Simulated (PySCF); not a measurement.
What happened in this job?

A geometry optimisation on C14H16O4Ti, SMILES `C[O][Ti]([O]C)([O]c1ccccc1)[O]c1ccccc1` (singlet state). Method: PBE0-D3(BJ)/def2-SVP geometry optimisation, gas phase in PySCF 2.14.0.

Driver input (Å, GFN2-xTB start):

```
{"job": {"xc": "PBE0", "basis": "def2-SVP", "d3": "d3bj", "grid": 1, "maxiter": 40, "shake": 0.03, "kind": "geom"}, "charge": 0, "multiplicity": 1}
Ti    -0.7064    -0.5161     0.0599
O     -0.7128    -0.5679     1.7911
C     -0.2069     0.4053     2.5053
C     -0.0142     0.3142     3.9162
C      0.4476     1.2880     4.6591
C      0.9903     2.4432     4.0804
C      1.0023     2.5387     2.7065
C      0.4533     1.5687     1.9113
H     -0.5473    -0.5554     4.4460
H      0.4655     1.2038     5.7966
H      1.4206     3.1982     4.7146
H      1.4159     3.4205     2.2519
H      0.2936     1.6684     0.8055
O      0.8293    -0.4974    -0.5377
C      1.1536    -0.5572    -1.8593
C      2.4958    -0.4932    -2.2707
C      2.7969    -0.5229    -3.6497
C      1.7472    -0.5514    -4.5670
C      0.4464    -0.5828    -4.1587
C      0.0661    -0.5156    -2.8038
H      3.2330    -0.5230    -1.5785
H      3.8457    -0.6232    -3.9907
H      2.0315    -0.5506    -5.7024
H     -0.3571    -0.5592    -4.9157
H     -0.8499    -0.5638    -2.4613
O     -1.7203     0.9702    -0.4666
C     -3.0606     1.0695    -0.1954
H     -3.5966     0.2463    -0.5118
H     -3.3893     1.9603    -0.8619
H     -3.2632     1.3704     0.7776
O     -1.6736    -1.8618    -0.3816
C     -1.3402    -3.1806    -0.0157
H     -0.3749    -3.4251    -0.3312
H     -2.1174    -3.8477    -0.3283
H     -1.3489    -3.1673     1.1154
```

Output:

```
step   0  E = -1691.72365696  max force = 0.149579
step   1  E = -1691.81038826  max force = 0.042869
step   2  E = -1691.80824841  max force = 0.036962
step   3  E = -1691.82859478  max force = 0.008885
step   4  E = -1691.83147224  max force = 0.008195
step   5  E = -1691.83359028  max force = 0.018438
step   6  E = -1691.83579968  max force = 0.018470
step   7  E = -1691.83742254  max force = 0.009264
step   8  E = -1691.83777970  max force = 0.010330
step   9  E = -1691.83916322  max force = 0.004601
step  10  E = -1691.83956672  max force = 0.005283
step  11  E = -1691.84011209  max force = 0.002510
step  12  E = -1691.84054407  max force = 0.004130
step  13  E = -1691.84095908  max force = 0.001933
step  14  E = -1691.84114174  max force = 0.002333
step  15  E = -1691.84132473  max force = 0.002661
step  16  E = -1691.84138375  max force = 0.002645
step  17  E = -1691.84150971  max force = 0.002744
step  18  E = -1691.84153641  max force = 0.002584
step  19  E = -1691.84164670  max force = 0.002037
step  20  E = -1691.84170161  max force = 0.001551
step  21  E = -1691.84179082  max force = 0.001596
step  22  E = -1691.84193023  max force = 0.001604
step  23  E = -1691.84210940  max force = 0.001679
step  24  E = -1691.84224893  max force = 0.001717
step  25  E = -1691.84231041  max force = 0.002122
step  26  E = -1691.84236601  max force = 0.001663
step  27  E = -1691.84243533  max force = 0.001296
step  28  E = -1691.84257600  max force = 0.002347
step  29  E = -1691.84260056  max force = 0.004602
step  30  E = -1691.84276861  max force = 0.002408
step  31  E = -1691.84285574  max force = 0.001158
step  32  E = -1691.84288597  max force = 0.002263
step  33  E = -1691.84293053  max force = 0.002250
step  34  E = -1691.84304336  max force = 0.002225
step  35  E = -1691.84307903  max force = 0.001589
step  36  E = -1691.84308033  max force = 0.000882
step  37  E = -1691.84307820  max force = 0.000636
step  38  E = -1691.84307290  max force = 0.000712
step  39  E = -1691.84307232  max force = 0.000782
step  40  E = -1691.84307299  max force = 0.000762
optimisation not converged
```

Energies are in Eh and forces in Eh/bohr.

Task: Can the results be trusted, and what went wrong?

Result: Not as they stand: step limit reached with the energy nearly constant. After 41 gradient evaluations the largest force component was 0.00076 Eh/bohr against a threshold of 0.00045, and over the last 5 steps the energy changed by +0.004 kcal/mol in all, within a range of 0.005 kcal/mol, the last step by 0.000 kcal/mol. The energy rose in 3 of the 40 steps.

Task: How can it be mended?

Result: Restart from the last geometry, if need be with a computed Hessian or a finer grid, and confirm the end point by frequencies.

The run took 36 min wall, 80 min CPU on 2 threads, Intel Xeon 6975P-C (x86_64), shared host, and the process peaked at 4.2 GiB of memory.
